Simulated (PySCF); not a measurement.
Nuclear quadrupole coupling in `ClB(Cl)Cl`

Species: BCl3.
Z-matrix (Å and degrees, PBE0-D3(BJ)/def2-SVP geometry), rows numbered from 1:
```
B 
Cl  1  1.7418
Cl  1  1.7420  2  119.92
Cl  1  1.7421  2  120.01  3   180.00
```

Field gradients from the PBE0/pcSseg-1 density (PySCF, non-relativistic), principal values in atomic units, ordered |Vxx| ≤ |Vyy| ≤ |Vzz|:

| atom | Vxx | Vyy | Vzz |
| --- | --- | --- | --- |
| B1 | -0.1372 | -0.1373 | 0.2744 |
| Cl2 | -0.5178 | -1.8491 | 2.3669 |
| Cl3 | -0.5189 | -1.8491 | 2.3680 |
| Cl4 | -0.5203 | -1.8489 | 2.3692 |

Problem. Find the asymmetry η = (Vxx − Vyy)/Vzz and the couplings χ = eQV/h (234.96 MHz × Q in barn × V in au), with Q(11B) = 0.04059 b, Q(35Cl) = −0.0817 b.

Solution. 
```csv
atom,environment,nucleus,η,χzz (MHz),χxx (MHz),χyy (MHz)
B1,boron bonded to 3 Cl,11B,0.00,2.617,-1.308,-1.309
Cl2,chlorine bonded to B,35Cl,0.56,-45.44,9.94,35.50
Cl3,chlorine bonded to B,35Cl,0.56,-45.46,9.96,35.50
Cl4,chlorine bonded to B,35Cl,0.56,-45.48,9.99,35.49
```

The gradient is axial or nearly so (η below 0.05) at B1. The tensor is traceless: Vxx + Vyy + Vzz = 0.

Problem. What is Vzz at Cl2 in SI units (1 au = 9.71736 × 10²¹ V/m²)?

Solution. 2.3669 au = 23.000 × 10²¹ V/m².

Isolated species at its PBE0-D3(BJ)/def2-SVP geometry, gas phase. With so small a basis the couplings can be 20 % off.
